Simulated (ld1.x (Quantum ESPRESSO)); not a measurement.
# Transferability test, PAW potential for manganese (Mn)

ld1.x (Quantum ESPRESSO) 7.5 input, shortened:

```
&input
   title='Mn', zed=25., rel=1, dft='BLYP', iswitch=3,
   config='[Ar] 3d5 4s2 4p0'
 /
 &inputp
   pseudotype=3, lpaw=.true., tm=.true., lloc=-2, rcloc=2.50,
   nlcc=.false.,
   which_augfun='PSQ', rmatch_augfun_nc=.true.
 /
6
4S  1  0   2.00   0.00  2.10  2.70  0.0
4S  1  0   0.00   0.15  2.10  2.70  0.0
4P  2  1   0.00   0.00  3.35  3.75  0.0
4P  2  1   0.00   1.95  3.35  3.75  0.0
3D  3  2   5.00   0.00  1.40  1.80  0.0
3D  3  2   0.00   0.05  1.40  1.80  0.0
 &test
   configts(1)='3d5 4s2 4p0'
 /
```

Energies are relative to the spin-unpolarised reference configuration 3d5 4s2 4p0; without spin polarisation the order of configurations can differ from experiment.

**Question.** Give the all-electron excitation energy and the error of the potential for: 3d5 4s1 4p0; 3d5 4s0 4p0; 3d4 4s0 4p0; 3d5.5 4s1.5 4p0; 3d6 4s0 4p0; 3d5 4s1 4p1; 3d6 4s1 4p0.

**Answer.**

```csv
valence configuration,charge,ΔE all-electron (eV),error AE − PS (meV)
3d5 4s1 4p0,+1,8.401,+2.0
3d5 4s0 4p0,+2,24.170,+7.6
3d4 4s0 4p0,+3,56.691,-434
3d5.5 4s1.5 4p0,0,-0.466,-25
3d6 4s0 4p0,+1,6.931,-98
3d5 4s1 4p1,0,3.875,+1.5
3d6 4s1 4p0,0,-0.322,-79
```

Levels in the configuration 3d5 4s1 4p1:

```tsv
level	all-electron (eV)	pseudo (eV)
3d	-8.238	-8.258
4s	-6.040	-6.041
4p	-2.020	-2.025
```
